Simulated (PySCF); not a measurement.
BH₅O₄Ti, SMILES B[O][Ti]([OH])([OH])[OH], multiplicity 1. Atoms are numbered in the order given.

```xyz
11

O      1.3425     0.7458     0.0693
Ti    -0.3165    -0.0369    -0.0270
O     -0.1030    -1.8048    -0.0930
H     -0.1647    -2.5123     0.5598
O     -1.1535     0.5113    -1.5058
H     -1.3984     0.0434    -2.3133
O     -1.2394     0.4044     1.4372
H     -2.0539     0.9105     1.5459
B      2.6607     0.5287     0.2030
H      3.4153     1.4829     0.2245
H      3.0880    -0.6093     0.3008
```

Geometry: r2SCAN-D4/def2-SVP. The multiplicity is an assumed one; other spin states were not compared. One conformer was computed; it need not be the lowest.

All values below come from PySCF with KT2/pcSseg-1.

GIAO shieldings, no solvent; atoms listed in one row are averaged. δ = σ(ref) − σ: ¹⁷O against H2O (σ = 330.4 ppm); ¹H against TMS (σ = 31.47 ppm); ¹¹B against BF3 (σ = 89.8 ppm), references at their B3LYP-D3(BJ)/def2-TZVP geometries, non-relativistic.

```
nucleus   atoms  count  δ (ppm)
-------  ------  -----  -------
¹⁷O          O1      1    464.2
¹⁷O      O7, O5      2    350.4
¹⁷O          O3      1    338.0
¹H           H8      1     8.32
¹H           H6      1     8.28
¹H           H4      1     7.73
¹H          H11      1     6.00
¹H          H10      1     5.72
¹¹B          B9      1     36.6
```
